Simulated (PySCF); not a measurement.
A series of related compounds: SMILES CC(F)(F)C#P, C3H3F2P; methylidynephosphane (C#P, CHP); `P#Cc1ccco1`, C5H3OP; SMILES P#Cc1cccnc1, C6H4NP; SMILES P#Cc1ccoc1, C5H3OP; SMILES C#CCC#P, C4H3P; SMILES C/C=C/C#P, C4H5P.

Gas phase, no relativistic terms, a single conformation, averaged over atoms made equivalent by symmetry, fast rotation or ring inversion. GFN2-xTB structure; shielding tensors at PBE0/pcSseg-1 (GIAO); PySCF 2.14.0 with density-fitted response routines.

References, each an isolated molecule treated in the same way: ³¹P (318.38 ppm) vs H3PO4.

How does the ³¹P shift change along the series?

Results:


| compound | change | δ (ppm) | HOMO–LUMO gap (eV) |
| --- | --- | --- | --- |
| CC(F)(F)C#P | 3-pyridyl replaced by CF2CH3 | 12.2 | 6.38 |
| methylidynephosphane | 3-pyridyl replaced by H | 1.5 | 6.76 |
| P#Cc1ccco1 | 3-pyridyl replaced by 2-furyl | 69.9 | 4.53 |
| P#Cc1cccnc1 | base | 51.1 | 4.81 |
| P#Cc1ccoc1 | 3-pyridyl replaced by 3-furyl | 44.1 | 5.03 |
| C#CCC#P | 3-pyridyl replaced by propargyl | -16.4 | 6.40 |
| C/C=C/C#P | 3-pyridyl replaced by propenyl | 28.9 | 4.91 |
